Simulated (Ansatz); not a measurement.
SbI3. Total charge 0; singlet. Geometry PBE-D4/def2-SVP.

```xyz
4

Sb   -0.2468   -0.9166    0.0588
I    -2.2855    0.9509    0.1015
I     1.1305   -0.1168   -2.2014
I     1.4018    0.0825    2.0411
```

In the def2 sets I, Sb take a core potential; there is no spin–orbit coupling. HSE06 is defined as in plane-wave codes, on full-range PBE exchange.

**Question.** Estimate the orbital energies around the gap (eV) in Ansatz with PBE-D4/def2-SVP, revPBE-D4/def2-TZVP, r2SCAN-D4/def2-TZVP, PBE0-D4/def2-TZVP, HSE06-D4/def2-TZVP.

**Answer.** 
| orbital | PBE-D4/def2-SVP | revPBE-D4/def2-TZVP | r2SCAN-D4/def2-TZVP | PBE0-D4/def2-TZVP | HSE06-D4/def2-TZVP |
| --- | --- | --- | --- | --- | --- |
| HOMO−9 | -14.13 | -13.99 | -14.51 | -15.59 | -15.17 |
| HOMO−8 | -9.01 | -8.88 | -9.32 | -10.08 | -9.69 |
| HOMO−7 | -9.01 | -8.88 | -9.32 | -10.08 | -9.69 |
| HOMO−6 | -8.12 | -8.05 | -8.46 | -9.26 | -8.86 |
| HOMO−5 | -6.99 | -6.99 | -7.38 | -8.21 | -7.82 |
| HOMO−4 | -6.99 | -6.99 | -7.38 | -8.21 | -7.82 |
| HOMO−3 | -6.60 | -6.61 | -6.98 | -7.77 | -7.39 |
| HOMO−2 | -6.60 | -6.61 | -6.98 | -7.77 | -7.39 |
| HOMO−1 | -6.51 | -6.50 | -6.85 | -7.66 | -7.27 |
| HOMO | -6.46 | -6.48 | -6.83 | -7.53 | -7.16 |
| LUMO | -3.61 | -3.52 | -3.55 | -2.98 | -3.34 |
| LUMO+1 | -3.12 | -3.04 | -3.06 | -2.50 | -2.86 |
| LUMO+2 | -3.12 | -3.04 | -3.06 | -2.50 | -2.86 |
| LUMO+3 | 4.00 | 1.73 | 2.18 | 2.32 | 1.95 |
| LUMO+4 | 4.37 | 1.73 | 2.18 | 2.32 | 1.95 |
| LUMO+5 | 4.37 | 1.82 | 2.39 | 2.44 | 2.09 |
